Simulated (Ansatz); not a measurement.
`CCNc1ccccc1`, charge 0, multiplicity 1.

Give a relaxed structure at PBE0-D4/def2-TZVP (the Gaussian-basis code of Ansatz). (An estimate is asked.)

Computed: 
Z-matrix (Å, degrees):
```
C
C 1 1.513
H 1 1.094 2 111.1
H 1 1.092 2 110.9 3 -120.4
H 1 1.091 2 110.6 3 119.4
N 2 1.440 1 110.4 3 61.8
H 2 1.101 1 110.0 3 -61.6
H 2 1.096 1 109.4 3 -178.3
C 6 1.378 2 121.9 1 -174.9
H 6 1.007 2 114.6 1 -29.9
C 9 1.401 6 119.6 2 166.7
C 9 1.398 6 122.1 2 -14.9
C 11 1.380 9 120.8 6 178.2
H 11 1.086 9 119.2 6 -1.4
C 12 1.387 9 120.3 6 -177.9
H 12 1.082 9 120.2 6 2.0
C 13 1.390 11 120.8 9 -0.1
H 13 1.085 11 119.2 9 180.0
H 15 1.085 12 118.9 9 179.9
H 17 1.083 13 120.6 11 -179.9
```
This is one stationary point; other conformers may exist.
